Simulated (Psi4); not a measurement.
C2H6N (SMILES C[CH-]N), charge -1, singlet, geometry from GFN2-xTB (a gas-phase anion, which may not be bound at this level); MP2/6-311G** (Psi4).

Here is a job for Psi4.
```
memory 2 GB

molecule {
-1 1
C     1.17379428   -0.29888506   -0.03064780
C    -0.00061861    0.69049820   -0.11946954
N    -1.28175622   -0.07360499    0.01875596
H     2.13180660    0.23713849    0.01082447
H     1.16758703   -1.00712786    0.84854650
H     1.20574491   -0.94467985   -0.92468513
H     0.04801484    1.28923134    0.84658688
H    -1.25328855   -0.75326842    0.80694167
H    -1.36662521   -0.65573752   -0.81880195
}

set {
  basis 6-311g**
  freeze_core true
  mp2_type conv
  scf_type pk
  puream true
  d_convergence 1e-8
}

energy('mp2')
print_variables()
```

What the program printed (banner, timings and long lists left out):

```
   => Loading Basis Set <=

    Name: 6-311G**
    Role: ORBITAL
    Keyword: BASIS

         ---------------------------------------------------------
                                   SCF
               by Justin Turney, Rob Parrish, Andy Simmonett
                          and Daniel G. A. Smith
                              RHF Reference
         ---------------------------------------------------------

  ==> Geometry <==

    Molecular point group: c1
    Full point group: C1

    Geometry (in Angstrom), charge = -1, multiplicity = 1:

       Center              X                  Y                   Z               Mass
    ------------   -----------------  -----------------  -----------------  -----------------
         C            1.217427669924    -0.340198616327    -0.013319004367    12.000000000000
         C            0.043014779924     0.649184643673    -0.102140744367    12.000000000000
         N           -1.238122830076    -0.114918546327     0.036084755633    14.003074004430
         H            2.175439989924     0.195824933673     0.028153265633     1.007825032230
         H            1.211220419924    -1.048441416327     0.865875295633     1.007825032230
         H            1.249378299924    -0.985993406327    -0.907356334367     1.007825032230
         H            0.091648229924     1.247917783673     0.863915675633     1.007825032230
         H           -1.209655160076    -0.794581976327     0.824270465633     1.007825032230
         H           -1.322991820076    -0.697051076327    -0.801473154367     1.007825032230

  Running in c1 symmetry.

  Rotational constants: A =      1.11886  B =      0.31019  C =      0.27273 [cm^-1]
  Rotational constants: A =  33542.52405  B =   9299.38130  C =   8176.36786 [MHz]
  Nuclear repulsion =   74.824395800666693

  Charge       = -1
  Multiplicity = 1
  Electrons    = 26
  Nalpha       = 13
  Nbeta        = 13

  ==> Algorithm <==

  SCF Algorithm Type is PK.
  DIIS enabled.
  MOM disabled.
  Fractional occupation disabled.
  Guess Type is SAD.
  Energy threshold   = 1.00e-08
  Density threshold  = 1.00e-08
  Integral threshold = 1.00e-12

  ==> Primary Basis <==

  Basis Set: 6-311G**
    Blend: 6-311G**
    Number of shells: 48
    Number of basis functions: 90
    Number of Cartesian functions: 93
    Spherical Harmonics?: true
    Max angular momentum: 2

  ==> Integral Setup <==

  Using in-core PK algorithm.
   Calculation information:
      Number of atoms:                   9
      Number of AO shells:              48
      Number of primitives:             87
      Number of atomic orbitals:        93
      Number of basis functions:        90

      Integral cutoff                 1.00e-12
      Number of threads:                 1

  Performing in-core PK
  Using 16773120 doubles for integral storage.
  We computed 669868 shell quartets total.
  Whereas there are 692076 unique shell quartets.

  ==> DiskJK: Disk-Based J/K Matrices <==

    J tasked:                  Yes
    K tasked:                  Yes
    wK tasked:                  No
    Schwarz Cutoff:          1E-12

  Minimum eigenvalue in the overlap matrix is 3.3645830210E-03.
  Reciprocal condition number of the overlap matrix is 5.1948882759E-04.
    Using symmetric orthogonalization.

  ==> Pre-Iterations <==

  SCF Guess: Superposition of Atomic Densities via on-the-fly atomic UHF (no occupation information).

   -------------------------
    Irrep   Nso     Nmo
   -------------------------
     A         90      90
   -------------------------
    Total      90      90
   -------------------------

  ==> Iterations <==

                        Total Energy        Delta E     RMS |[F,P]|

   @RHF iter SAD:  -132.76030692980538   -1.32760e+02   0.00000e+00
   @RHF iter   1:  -133.35872025948601   -5.98413e-01   6.71046e-03 ADIIS/DIIS
   @RHF iter   2:  -133.51605274796492   -1.57332e-01   3.95899e-03 ADIIS/DIIS
   @RHF iter   3:  -133.57655606085237   -6.05033e-02   4.87706e-04 ADIIS/DIIS
   @RHF iter   4:  -133.57841701927151   -1.86096e-03   1.42837e-04 ADIIS/DIIS
   @RHF iter   5:  -133.57854510919481   -1.28090e-04   4.05696e-05 DIIS
   @RHF iter   6:  -133.57855565082832   -1.05416e-05   1.01570e-05 DIIS
   @RHF iter   7:  -133.57855678414879   -1.13332e-06   3.46855e-06 DIIS
   @RHF iter   8:  -133.57855694319977   -1.59051e-07   1.35192e-06 DIIS
   @RHF iter   9:  -133.57855697243269   -2.92329e-08   4.24901e-07 DIIS
   @RHF iter  10:  -133.57855697601485   -3.58216e-09   1.02319e-07 DIIS
   @RHF iter  11:  -133.57855697620772   -1.92870e-10   2.44888e-08 DIIS
   @RHF iter  12:  -133.57855697621773   -1.00044e-11   5.43118e-09 DIIS
  Energy and wave function converged.

  ==> Post-Iterations <==

    Orbital Energies [Eh]
    ---------------------

    Doubly Occupied:

[...]
      13A     -0.021559

    Virtual:

[...]
    Final Occupation by Irrep:
              A
    DOCC [    13 ]
    NA   [    13 ]
    NB   [    13 ]

  @RHF Final Energy:  -133.57855697621773

   => Energetics <=

    Nuclear Repulsion Energy =             74.8243958006666929
    One-Electron Energy =                -334.3656418762107023
    Two-Electron Energy =                 125.9626890993262691
    Total Energy =                       -133.5785569762177261

Computation Completed

Properties will be evaluated at   0.000000,   0.000000,   0.000000 [a0]

Properties computed using the SCF density matrix

 Multipole Moments:

 ------------------------------------------------------------------------------------
     Multipole            Electronic (a.u.)      Nuclear  (a.u.)        Total (a.u.)
 ------------------------------------------------------------------------------------

 L = 1.  Multiply by 2.5417464519 to convert [e a0] to [Debye]
 Dipole X            :         -1.8464630            2.0613791            0.2149161
 Dipole Y            :          0.7350003           -1.9517825           -1.2167822
[...]
  DIE_IF_NOT_CONVERGED          => (empty)
[...]
  FREEZE_CORE_POLICY            => (empty)
  FROZEN_DOCC                   => (empty)
  FROZEN_UOCC                   => (empty)
  INTEGRAL_PACKAGE              => (empty)
  IP_POLES                      => (empty)
  LEVEL_SHIFT                   => (empty)
  LITERAL_CFOUR                 => (empty)
  LS_THC_BASIS_TOLERANCE        => (empty)
  LS_THC_DF                     => (empty)
  LS_THC_PRUNING_SCHEME         => (empty)
  LS_THC_RADIAL_POINTS          => (empty)
  LS_THC_SPHERICAL_POINTS       => (empty)
  LS_THC_S_EPSILON              => (empty)
  LS_THC_WEIGHTS_TOLERANCE      => (empty)
  MAT_NUM_COLUMN_PRINT          => (empty)
  MAX_MOGRAD_CONVERGENCE        => (empty)
  MAX_RADIAL_MOMENT             => (empty)
  MBIS_D_CONVERGENCE            => (empty)
  MBIS_MAXITER                  => (empty)
  MBIS_PRUNING_SCHEME           => (empty)
  MBIS_RADIAL_POINTS            => (empty)
  MBIS_SPHERICAL_POINTS         => (empty)
  MOGRAD_DAMPING                => (empty)
  MOLDEN_WITH_VIRTUAL           => (empty)
  MO_MAXITER                    => (empty)
  MO_READ                       => (empty)
  MO_STEP_MAX                   => (empty)
  MO_WRITE                      => (empty)
  MP2_OS_SCALE                  => (empty)
  MP2_SOS_SCALE                 => (empty)
  MP2_SOS_SCALE2                => (empty)
  MP2_SS_SCALE                  => (empty)
  MP2_TYPE                      => CONV            !
  MP_TYPE                       => (empty)
  NAT_ORBS                      => (empty)
  NUM_FROZEN_DOCC               => (empty)
  NUM_FROZEN_UOCC               => (empty)
  NUM_GPUS                      => (empty)
  OCC_ORBS_PRINT                => (empty)
  OEPROP                        => (empty)
  OPT_METHOD                    => (empty)
  ORBITAL_OPTIMIZER_PACKAGE     => (empty)
  ORB_OPT                       => FALSE           !
  ORB_RESP_SOLVER               => (empty)
  ORTH_TYPE                     => (empty)
  OS_SCALE                      => (empty)
  PARENT_SYMMETRY               => (empty)
  PCG_BETA_TYPE                 => (empty)
  PCG_CONVERGENCE               => (empty)
  PCG_MAXITER                   => (empty)
  PCM                           => (empty)
  PE                            => (empty)
  PRINT                         => (empty)
  PRINT_NOONS                   => (empty)
  PROPERTIES                    => (empty)
  PROPERTIES_ORIGIN             => (empty)
  PUREAM                        => TRUE            !
  QC_MODULE                     => (empty)
  RAS1                          => (empty)
  RAS2                          => (empty)
  RAS3                          => (empty)
  RAS4                          => (empty)
  RELATIVISTIC                  => (empty)
  RELAXED                       => (empty)
  REMP_A                        => (empty)
  RESTRICTED_DOCC               => (empty)
  RESTRICTED_UOCC               => (empty)
  RMS_MOGRAD_CONVERGENCE        => (empty)
  R_CONVERGENCE                 => (empty)
  SCF_TYPE                      => PK              !
  SCREENING                     => (empty)
  SCS_TYPE                      => (empty)
  SOCC                          => (empty)
  SOS_TYPE                      => (empty)
  SPIN_SCALE_TYPE               => NONE            !
  SS_SCALE                      => (empty)
  SYMMETRIZE                    => (empty)
  TPDM_ABCD_TYPE                => (empty)
  WFN                           => (empty)
  WFN_TYPE                      => OMP2            !
  WRITER_FILE_LABEL             => (empty)
  ZORA_BASIS_TOLERANCE          => (empty)
  ZORA_NR_DEBUG                 => (empty)
  ZORA_PRUNING_SCHEME           => (empty)
  ZORA_RADIAL_POINTS            => (empty)
  ZORA_SPHERICAL_POINTS         => (empty)

 ==============================================================================
 ==============================================================================
 ==============================================================================

                             MP2
                    Program Written by Ugur Bozkaya,
              Additional Contributions by J. P. Misiewicz

 ==============================================================================
 ==============================================================================
 ==============================================================================

	MO spaces per irreps...

	IRREP   FC    OCC   VIR  FV
	==============================
	   A     3    10    77    0
	==============================

	Cost of iabc is     40 MB
	Cost of abcd is    264 MB
	Switching to the incore algorithm for iabc..
	Switching to the incore algorithm for abcd..

	Computing MP2 energy using SCF MOs (Canonical MP2)...
	==============================================================================
	Nuclear Repulsion Energy (a.u.)    :    74.82439580066669
	SCF Energy (a.u.)                  :  -133.57855697621773
	REF Energy (a.u.)                  :  -133.57855697621773
	Alpha-Alpha Contribution (a.u.)    :    -0.05972188851990
	Alpha-Beta Contribution (a.u.)     :    -0.38796898088089
	Beta-Beta Contribution (a.u.)      :    -0.05972188851990
	Scaled_SS Correlation Energy (a.u.):    -0.03981459234660
	Scaled_OS Correlation Energy (a.u.):    -0.46556277705707
	SCS-MP2 Total Energy (a.u.)        :  -134.08393434562140
	SOS-MP2 Total Energy (a.u.)        :  -134.04411975327480
	SCSN-MP2 Total Energy (a.u.)       :  -133.78877802380777
	SCS-MP2-VDW Total Energy (a.u.)    :  -134.13487916026517
	SOS-PI-MP2 Total Energy (a.u.)     :  -134.12171354945099
	MP2 Correlation Energy (a.u.)      :    -0.50741275792070
	MP2 Total Energy (a.u.)            :  -134.08596973413842
	==============================================================================

  Variable Map:
  ----------------------------------------------------------------------------
[...]
  Array Variable Map:
  ----------------------------------------------------------------------------
[...]
[...]
```
